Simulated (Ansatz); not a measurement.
BiH3 (SMILES [BiH3]) moved off its minimum; all values from Ansatz (a program for electronic structure), cores frozen in correlated methods. Elements past Kr take the def2 small-core potentials, without spin–orbit coupling.
(charge 0, multiplicity 1)
```xyz
4

Bi     0.15978     0.11242     0.00810
H     -1.34625    -0.19504    -1.06455
H      0.95108    -1.13534    -1.07668
H      0.50657     1.51088    -0.96002
```

Forces at MP2/def2-TZVPPD (eV/Å):

```csv
atom,Fx,Fy,Fz
Bi1,-0.996,-1.250,-0.499
H2,0.638,0.233,0.721
H3,0.015,0.592,0.292
H4,0.343,0.426,-0.514
```

Give the forces (eV/Å), the total energy and the dipole at CCSD(T)/def2-TZVPPD.


| atom | Fx | Fy | Fz |
|---|---|---|---|
| Bi1 | -0.933 | -1.212 | -0.139 |
| H2 | 0.468 | 0.194 | 0.586 |
| H3 | 0.094 | 0.440 | 0.166 |
| H4 | 0.371 | 0.579 | -0.613 |
Energy -215.4258 hartree, dipole 1.20 D.
